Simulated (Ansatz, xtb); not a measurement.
## Two isomers of C3H7ClOSi

Structure X is `[SiH3][C@@H]1OC[C@H]1Cl`, a singlet and structure Y is `[SiH3][C@@H]1OC[C@@H]1Cl`, a singlet. Both are isolated molecules in the gas phase, relaxed with PBE0-D3(BJ)/def2-SVP.

X (Å):

```xyz
13

C    -1.2282   -0.6815    0.8338
C     0.6299   -1.4693    0.4236
C    -0.0455   -0.1650   -0.0027
Cl   -0.3235    0.0857   -1.7353
O    -0.4253   -1.7673    1.3325
Si   -1.8907    0.4086    2.2439
H    -0.7273    0.9538    3.0059
H    -2.6820    1.5392    1.6684
H    -2.7547   -0.4033    3.1483
H    -2.0447   -1.0453    0.1814
H     0.7051   -2.2053   -0.3964
H     1.6086   -1.3732    0.9223
H     0.4367    0.7451    0.3790
```

Y (Å):

```xyz
13

C    -1.3529   -0.1931    0.6926
C    -0.0658   -1.5808   -0.1205
C    -0.0230   -0.0543   -0.0612
Cl    1.3534    0.6934    0.7825
O    -1.3951   -1.6038    0.3906
Si   -1.3791    0.1009    2.5793
H    -0.3125   -0.7063    3.2359
H    -2.7151   -0.3525    3.0678
H    -1.2103    1.5517    2.8908
H    -2.1906    0.3455    0.2124
H     0.0121   -2.0343   -1.1225
H     0.6619   -2.0612    0.5568
H    -0.1060    0.4462   -1.0338
```

Quicker runs give these differences E(Y) − E(X): GFN2-xTB −0.051 eV; HF/STO-3G +0.053 eV (at GFN2-xTB geometries); r2SCAN-D4/def2-SVP −0.018 eV (at GFN2-xTB geometries).

Problem. Estimate E(Y) − E(X) at the level CCSD(T)/def2-SVP + ΔMP2/def2-TZVPP.

Solution. Too close to call at this level: CCSD(T)/def2-SVP + ΔMP2/def2-TZVPP gives E(Y) − E(X) = −0.002 eV.

How the difference moves with the method:

```csv
level,geometry,E(Y) − E(X) (eV),departure from the last row (eV),"job, with rough time for the two"
GFN2-xTB,GFN2-xTB,−0.051,−0.049,"optimisation, 0.87 s"
HF/STO-3G,GFN2-xTB,+0.053,+0.055,"single point, 2.5 s"
r2SCAN-D4/def2-SVP,GFN2-xTB,−0.018,−0.017,"single point, 11 s"
PBE0-D3(BJ)/def2-SVP,PBE0-D3(BJ)/def2-SVP,−0.043,−0.041,"optimisation, 3 min"
HF/def2-SVP,PBE0-D3(BJ)/def2-SVP,+0.001,+0.003,part of the CCSD(T) run
MP2/def2-SVP,PBE0-D3(BJ)/def2-SVP,−0.030,−0.028,part of the CCSD(T) run
CCSD(T)/def2-SVP,PBE0-D3(BJ)/def2-SVP,−0.031,−0.029,single point
CCSD(T)/def2-SVP + ΔMP2/def2-TZVPP,PBE0-D3(BJ)/def2-SVP,−0.002,,"single point, 2 min"
```

As drawn, both hold the same kinds of bond in the same numbers.

The largest departure from CCSD(T)/def2-SVP + ΔMP2/def2-TZVPP is that of HF/STO-3G, 0.055 eV. The last row adds to CCSD(T) the change of the MP2 difference between the two basis sets, here +0.029 eV.

With thermal terms from frequencies at re-optimised GFN2-xTB minima (ideal gas, soft modes damped towards free rotors, one conformer each, 298.15 K, 1 atm): the zero-point term adds +0.010 eV; ΔH is +0.002 and ΔG +0.027 eV.

The correlated steps freeze 14 core orbitals. Programs: Ansatz 0.2.0, xtb 6.7.1; the last row on 2 threads of Intel(R) Xeon(R) Processor @ 2.50GHz (Skylake/Cascade Lake) on a shared host.
